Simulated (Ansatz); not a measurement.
`[O]=[W]([OH])([OH])([OH])[OH]` at its PBE0-D4/def2-TZVP geometry, where that method's forces vanish. Charge 0, multiplicity 1. W takes the def2 core potential.

```tsv
atom	x (Å)	y (Å)	z (Å)
O1	-0.2932	1.9240	0.6442
W2	-0.0411	0.3009	0.2442
O3	-1.6013	-0.5189	0.9165
O4	-0.7034	0.1008	-1.5586
O5	1.6133	0.1603	-0.7273
O6	1.0341	-0.4622	1.6045
H7	-1.8596	-1.4388	0.8298
H8	-1.6153	0.3753	-1.6940
H9	1.5293	0.2878	-1.6765
H10	1.9373	-0.7294	1.4172
```

Problem. For each bond, give half the difference of the two atoms' forces along it (eV/Å; positive pushes the atoms apart) under PBE-D4, r2SCAN-D4, B3LYP-D4, ωB97M-V in def2-TZVPP. (Best estimate.)

Solution. The calculation gave: 
```csv
bond,length (Å),PBE-D4,r2SCAN-D4,B3LYP-D4,ωB97M-V
O1–W2,1.691,1.01,0.50,0.33,-0.49
W2–O3,1.886,0.12,0.10,0.17,0.08
W2–O4,1.931,0.05,0.02,0.14,0.10
W2–O5,1.924,0.07,0.03,0.14,0.11
W2–O6,1.894,0.12,0.10,0.15,0.10
O3–H7,0.959,0.27,-0.03,-0.09,-0.06
O4–H8,0.962,0.35,0.01,-0.06,-0.05
O5–H9,0.961,0.33,-0.01,-0.07,-0.06
O6–H10,0.960,0.28,-0.04,-0.07,-0.05
```

B3LYP here is the variant with VWN-RPA as its local correlation; programs differ in this.

All numbers were calculated with Ansatz.
